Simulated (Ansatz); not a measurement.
Single points on Sn2Te3.

```yaml
crystal:
  periodic: [false, false, false]
  atoms:
    - {symbol: Sn, position_ang: [2.122407, 0.610315, -0.746425]}
    - {symbol: Sn, position_ang: [-0.243665, -1.035776, -0.638793]}
    - {symbol: Te, position_ang: [-2.444123, -2.282991, -0.325831]}
    - {symbol: Te, position_ang: [0.853208, 0.599965, 1.860979]}
    - {symbol: Te, position_ang: [-0.287827, 2.108486, -0.149930]}
basis:
  gaussian: {orbitals: def2-TZVP, initial_orbitals: start.molden}
hamiltonian: {xc: {name: r2SCAN0}, dispersion: d4}
scf: {omitted_lower_state_checks: [starts]}
output: {orbitals: {seedname: orbitals}}
```

The file start.molden holds the orbitals of an earlier run on this structure, at another level or in another basis.

```sh
$ ansatz run in.yaml --threads 4 --pin off --events-out ev --progress --plain --max-ram 4787MiB
```

Shortened log:

```
Functional definition: r2SCAN0
2236 factors; their error is unknown
mean field evaluation 1: about -33556.5455 eV, gradient 4.0e0 eV
mean field evaluation 2: about -33556.5682 eV, gradient 2.7e-2 eV
mean field evaluation 4: about -33557.1428 eV, gradient 7.1e-4 eV
mean field -33557.14281266 eV, -1233.2022525167 hartree, gradient 2.0e-5 eV, S^2 0.000000; 0 other end points of the search recorded, 0 dependent functions left out
reference -33557.14282273 eV, -1233.2022528871 hartree; 58, 58 occupied and 192, 192 virtual orbitals, 2236 factors
Total energy: -33557.25458659 eV, -1233.2063601330 hartree
Checks for a lower state left out: starts
```

Hardware: 4 threads of Arm Neoverse V2 on a shared host. Wall time 13 s, peak host memory 1.3 GiB.

First input, but with `hamiltonian: {xc: pbe0, dispersion: d4}` (abridged; 10 s):

```
Functional definition: PBE0
mean field -33549.38677695 eV, -1232.9172234617 hartree, gradient 1.3e-5 eV, S^2 0.000000
Total energy: -33549.75788187 eV, -1232.9308613160 hartree
Checks for a lower state left out: starts
```

First input, but with `correlation: {method: mp2}` and without the key `hamiltonian` (abridged; 11 s):

```
Functional definition: HF
mean field -33412.08195047 eV, -1227.8713641571 hartree, gradient 1.5e-6 eV, S^2 0.000000
20 core orbitals not correlated: weight in the atoms' cores, before any rotation towards them, 1.000 or more for the frozen orbitals, at most 0.000 for the correlated occupied ones
second order -54.85894356 eV of doubles, -0.00000000 eV of singles
Total energy: -33466.94089403 eV, -1229.8873931484 hartree
Checks for a lower state left out: starts
```

The first input with `hamiltonian: {xc: lda}` (abridged; 2.3 s):

```
Functional definition: SPW92
mean field -33499.37604777 eV, -1231.0793630630 hartree, gradient 2.4e-5 eV, S^2 0.000000
Total energy: -33499.37608605 eV, -1231.0793644695 hartree
Checks for a lower state left out: starts
```

The first input with `gaussian: {orbitals: def2-SVP, initial_orbitals: start.molden}`, `hamiltonian: {xc: pbe, dispersion: d4}` (abridged; 1.8 s):

```
Functional definition: PBE
mean field -33546.57431412 eV, -1232.8138673593 hartree, gradient 2.7e-5 eV, S^2 0.000000
Total energy: -33546.99776430 eV, -1232.8294288664 hartree
Checks for a lower state left out: starts
```

First input, but with `gaussian: {orbitals: def2-SVP, initial_orbitals: start.molden}`, `hamiltonian: {xc: pbe0, dispersion: d4}` (abridged; 3.5 s):

```
Functional definition: PBE0
mean field -33548.16702182 eV, -1232.8723982877 hartree, gradient 3.1e-5 eV, S^2 0.000000
Total energy: -33548.53812220 eV, -1232.8860359750 hartree
Checks for a lower state left out: starts
```

First input, but with `gaussian: {orbitals: def2-SVP, initial_orbitals: start.molden}`, `correlation: {method: ccsd_t}` and without the key `hamiltonian` (abridged; 48 s):

```
Functional definition: HF
mean field evaluation 16: about -33398.2909 eV, gradient 2.5e1 eV
mean field evaluation 32: about -33404.7071 eV, gradient 5.0e-1 eV
mean field evaluation 64: about -33403.3898 eV, gradient 6.9e-1 eV
mean field evaluation 96: about -33403.9883 eV, gradient 2.2e-1 eV
mean field evaluation 128: about -33402.4838 eV, gradient 1.9e0 eV
mean field -33410.82489468 eV, -1227.8251682089 hartree, gradient 8.8e-6 eV, S^2 0.000000
20 core orbitals not correlated: weight in the atoms' cores, before any rotation towards them, 1.000 or more for the frozen orbitals, at most 0.000 for the correlated occupied ones
second order -14.92955409 eV of doubles, -0.00000000 eV of singles
cycle   1  -14.79462749 eV  change    1.3e-1 eV  update   1.7e-1
cycle   2  -15.32538098 eV  change   -5.3e-1 eV  update   5.7e-2
cycle   3  -15.47995466 eV  change   -1.5e-1 eV  update   3.5e-2
cycle   4  -15.46501902 eV  change    1.5e-2 eV  update   1.0e-2
cycle   5  -15.46110265 eV  change    3.9e-3 eV  update   5.1e-3
cycle   6  -15.46208326 eV  change   -9.8e-4 eV  update   1.7e-3
cycle   7  -15.46162062 eV  change    4.6e-4 eV  update   9.1e-4
cycle   8  -15.46160907 eV  change    1.2e-5 eV  update   3.6e-4
cycle   9  -15.46176855 eV  change   -1.6e-4 eV  update   1.8e-4
cycle  10  -15.46174073 eV  change    2.8e-5 eV  update   8.1e-5
perturbative correction -0.83946838 eV, -0.0308498938 hartree
Total energy: -33427.12610378 eV, -1228.4242265942 hartree
Checks for a lower state left out: starts
```

Geometry: PBE0-D4/def2-SVP.

In the def2 sets Sn, Te take a core potential; there is no spin–orbit coupling. Correlated methods freeze 20 core orbitals; core or outer-core shells of Sn, Te are correlated, in sets that lack core-valence functions. Another isomer (singlet) lies 1.18 eV lower at PBE0-D4/def2-TZVP; other spin states weren't run for this one.
